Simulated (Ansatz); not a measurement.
Reaction (formal hydrolysis of the Sn–S bond): `[SH][SnH2][SeH]` + H₂O → `[OH][SnH2][SeH]` + H₂S

Isolated molecules relaxed with PBE0-D4/def2-TZVP in Ansatz; ΔE leaves out vibrations. CCSD(T)/CBS is the MP2 limit (def2-TZVPP, def2-QZVPP) plus CCSD(T) − MP2 in def2-TZVPP, frozen cores. This one scheme is used for every species. DFT in def2-TZVPP. B3LYP here is the variant with VWN-RPA as its local correlation; programs differ in this. Elements past krypton have def2 core potentials. For Se, Sn outer-core shells are correlated without core-valence functions, which leaves a few kJ/mol of doubt a bond. Scalar relativity is left out up to krypton. One conformer a species, not always the lowest.

`[SH][SnH2][SeH]`:

Cartesian coordinates in Å:
```
S 1.853 -1.026 -0.778
Sn 0.327 0.272 0.545
Se -1.997 -0.729 0.472
H 1.123 -0.895 -1.898
H 0.938 0.171 2.129
H 0.219 1.865 -0.052
H -2.464 0.342 -0.418
```

H₂O:

Cartesian coordinates in Å:
```
O 0.275 0.071 0.266
H -0.416 0.666 -0.031
H 0.141 -0.737 -0.235
```

`[OH][SnH2][SeH]`:

```xyz
7

O    -1.253    0.934    0.796
Sn   -0.330   -0.123   -0.578
Se    1.769   -1.107    0.424
H    -1.260    0.499    1.652
H    -1.300   -1.445   -1.045
H    -0.011    1.021   -1.793
H     2.385    0.221    0.544
```

H₂S:

Z-matrix (Å, degrees):
```
S
H 1 1.341
H 1 1.341 2 92.3
```

CCSD(T)/CBS gives +0.43 eV.

Another level gave +0.39 eV. Which?
A. r2SCAN0-D4/def2-TZVPP
B. BLYP/def2-TZVPP
C. B3LYP/def2-TZVPP
D. r2SCAN-D4/def2-TZVPP

D. r2SCAN-D4 0.39, r2SCAN0-D4 0.45, B3LYP 0.35, BLYP 0.30 eV.

Largest T1 diagnostic among the species: 0.012.

From BLYP to BHLYP (50 % exact exchange), in def2-TZVPP and without D4, ΔE moves by +0.07 eV. Leaving LDA and LC-ωPBE aside and taking each functional with its dispersion term where it has one, the values, not all of them listed here, spread over 0.15 eV, from CAM-B3LYP-D4 to HSE06-D4.
